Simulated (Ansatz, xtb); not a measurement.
Relative energy of two isomers of C4H13NSi

Structure I is `CC(C)C[SiH2]N`, a singlet and structure II is `CC[Si@H](C)NC`, a singlet. Both are isolated molecules in the gas phase, relaxed with B3LYP/def2-SVP; each stands in its lowest conformer found.

I (Å):

```yaml
atoms:
  - { symbol: C, position_ang: [1.8435, 2.4235, 1.8200] }
  - { symbol: C, position_ang: [0.7757, 1.3345, 1.6430] }
  - { symbol: C, position_ang: [-0.4064, 1.5715, 2.5934] }
  - { symbol: C, position_ang: [0.3260, 1.2355, 0.1675] }
  - { symbol: N, position_ang: [-2.1540, -0.4752, 0.4082] }
  - { symbol: Si, position_ang: [-0.6133, -0.3072, -0.3954] }
  - { symbol: H, position_ang: [2.1853, 2.4844, 2.8667] }
  - { symbol: H, position_ang: [1.4440, 3.4145, 1.5422] }
  - { symbol: H, position_ang: [2.7267, 2.2320, 1.1887] }
  - { symbol: H, position_ang: [1.2404, 0.3689, 1.9204] }
  - { symbol: H, position_ang: [-0.0725, 1.5919, 3.6439] }
  - { symbol: H, position_ang: [-0.8860, 2.5438, 2.3812] }
  - { symbol: H, position_ang: [-1.1722, 0.7890, 2.4865] }
  - { symbol: H, position_ang: [-0.2648, 2.1318, -0.1053] }
  - { symbol: H, position_ang: [1.2131, 1.2712, -0.4936] }
  - { symbol: H, position_ang: [0.1523, -1.5486, -0.0684] }
  - { symbol: H, position_ang: [-0.6981, -0.2216, -1.8940] }
  - { symbol: H, position_ang: [-2.8494, 0.2603, 0.3124] }
  - { symbol: H, position_ang: [-2.6098, -1.3838, 0.4003] }
```

II (Å):

```
atom    x (Å)    y (Å)    z (Å)
   C  -2.8951   1.2365   1.6416
   C  -2.3265  -0.1212   2.0784
   C   0.0069   1.0550   3.8217
   C   0.4222  -0.3726  -0.2452
   N   0.4331   0.3233   1.0290
  Si  -0.4683  -0.1480   2.4490
   H  -2.3786   1.6173   0.7458
   H  -3.9710   1.1761   1.4068
   H  -2.7770   1.9987   2.4299
   H  -2.5308  -0.8859   1.3060
   H  -2.8451  -0.4878   2.9840
   H  -0.1492  -1.5442   2.9138
   H   1.0839   0.9950   4.0509
   H  -0.2244   2.0963   3.5450
   H  -0.5397   0.8194   4.7496
   H   1.3008   0.8248   1.1971
   H   1.1303  -1.2250  -0.3050
   H   0.6592   0.3113  -1.0796
   H  -0.5826  -0.7778  -0.4486
```

Problem. Estimate E(II) − E(I) at the level CCSD(T)/def2-SVP + ΔMP2/def2-TZVPP.

Solution. Too close to call at this level: CCSD(T)/def2-SVP + ΔMP2/def2-TZVPP gives E(II) − E(I) = +0.22 kcal/mol.

The same difference at several levels:

| level | geometry | E(II) − E(I) (kcal/mol) | departure from the last row (kcal/mol) | job, with rough time for the two |
| --- | --- | --- | --- | --- |
| GFN2-xTB | GFN2-xTB | +8.67 | +8.45 | optimisation, 0.16 s |
| HF/STO-3G | GFN2-xTB | −8.18 | −8.40 | single point, 0.22 s |
| r2SCAN-D4/def2-SVP | GFN2-xTB | −1.26 | −1.48 | single point, 1.4 s |
| B3LYP/def2-SVP | B3LYP/def2-SVP | −1.58 | −1.80 | optimisation, 23 s |
| HF/def2-SVP | B3LYP/def2-SVP | −1.54 | −1.76 | part of the CCSD(T) run |
| MP2/def2-SVP | B3LYP/def2-SVP | +1.83 | +1.61 | part of the CCSD(T) run |
| CCSD(T)/def2-SVP | B3LYP/def2-SVP | +1.55 | +1.33 | single point |
| CCSD(T)/def2-SVP + ΔMP2/def2-TZVPP | B3LYP/def2-SVP | +0.22 |  | single point, 24 s |

As drawn, II has 1 C–Si, 1 C–N, 2 C–H in place of 2 C–C, 1 Si–H, 1 N–H.

The largest departure from CCSD(T)/def2-SVP + ΔMP2/def2-TZVPP is that of GFN2-xTB, 8.45 kcal/mol. The last row adds to CCSD(T) the change of the MP2 difference between the two basis sets, here −1.33 kcal/mol.

With thermal terms from frequencies at re-optimised GFN2-xTB minima (ideal gas, soft modes damped towards free rotors, one conformer each, 298.15 K, 1 atm): on the last row, ΔE + ΔZPE = +0.98, ΔH = +1.39, ΔG = +0.15 kcal/mol.

The correlated steps freeze 10 core orbitals. Mirror images aren't counted in ΔG. Run with Ansatz 0.2.0, xtb 6.7.1; the last row on 4 threads of AMD EPYC 9R45 96-Core Processor (Zen 5) on a shared host.
